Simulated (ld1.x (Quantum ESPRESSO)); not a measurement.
**vanadium (V): one change to a PAW potential, before and after**

```
Element                 : V (Z = 23)
Generator               : ld1.x (Quantum ESPRESSO) 7.5
Type                    : PAW
Functional              : LDA (PZ)
Relativity              : scalar-relativistic
Frozen core             : [Ar]
Valence charge          : 5
Reference configuration : 3d3 4s2 4p0
Partial waves           : 4s (bound): rcut 2.30, rcutus 2.85 bohr; 4s channel at 0.05 Ry: rcut 2.30, rcutus 2.85 bohr; 4p (bound, empty): rcut 2.60, rcutus 2.85 bohr; 4p channel at 2.25 Ry: rcut 2.60, rcutus 2.85 bohr; 3d (bound): rcut 1.85, rcutus 2.40 bohr; 3d channel at 1.9 Ry: rcut 1.85, rcutus 2.40 bohr
Local potential         : all-electron potential smoothed inside 1.80 bohr (lloc = -1)
Core correction         : Bessel-smoothed model core inside 2.50 bohr
Augmentation charge     : PSQ, radius 2.00 bohr
```

Change: core correction Bessel-smoothed model core inside 1.16 bohr.

Cutoffs: the cutoffs (Ry, on a coarse ladder) from which the occupation-weighted sum of valence levels, in a spherical-Bessel basis at the reference potential, stays within 10 and 1 mRy of its value at 400 Ry; they do not see the model core or the augmentation charge, which bear on the density cutoff. Errors are all-electron minus pseudo energies relative to the spin-unpolarised reference configuration.

Problem. What does the change do?

Solution. The potential gets neither clearly harder nor softer (18 Ry and 25 Ry → 18 Ry and 25 Ry); of the 9 tests that both files solve, the error grows in 2 and shrinks in 0 by more than 15 % and 0.3 meV (median size 2.3 → 5.6 meV); neither file shows a bound ghost. A model core, the more so a compact one, raises the density cutoff, which this test does not measure.

| quantity | base | changed |
| --- | --- | --- |
| cutoff, loose | 18 Ry | 18 Ry |
| cutoff, tight | 25 Ry | 25 Ry |
| bound ghosts | none | none |
| error for 3d3 4s1 4p0, meV [ΔE 7.94 eV] | -1.4 | -1.4 |
| error for 3d3 4s0 4p0, meV [ΔE 22.49 eV] | -11 | -12 |
| error for 3d2 4s0 4p0, meV [ΔE 51.64 eV] | -547 | -547 |
| error for 3d3 4s1 4p1, meV [ΔE 3.41 eV] | -0.5 | -0.5 |
| error for 3d3.5 4s1.5 4p0, meV [ΔE 0.03 eV] | -21 | -22 |
| error for 3d3 4s1.5 4p0, meV [ΔE 3.18 eV] | -0.4 | -0.4 |
| error for 3d1 4s0 4p0, meV [ΔE 97.78 eV] | -2799 | -2802 |
| error for 3d3 4s2 4p0 (spin-polarised), meV [ΔE -1.63 eV] | -0.6 | -5.6 |
| error for 3d3 4s1 4p0 (spin-polarised), meV [ΔE 5.57 eV] | -2.3 | -4.3 |
| s: phases at 3.11 bohr within 0.05 rad from the reference energy up to (Ry; the scan ends near 5) | to the end of the scan | to the end of the scan |
| p: phases at 3.11 bohr within 0.05 rad from the reference energy up to (Ry; the scan ends near 5) | 3.5 | 3.5 |
| d: phases at 3.11 bohr within 0.05 rad from the reference energy up to (Ry; the scan ends near 5) | 4.3 | 4.3 |
| lowest overlap eigenvalue by channel | s 0.31, p 0.59, d 0.84 | s 0.31, p 0.59, d 0.84 |
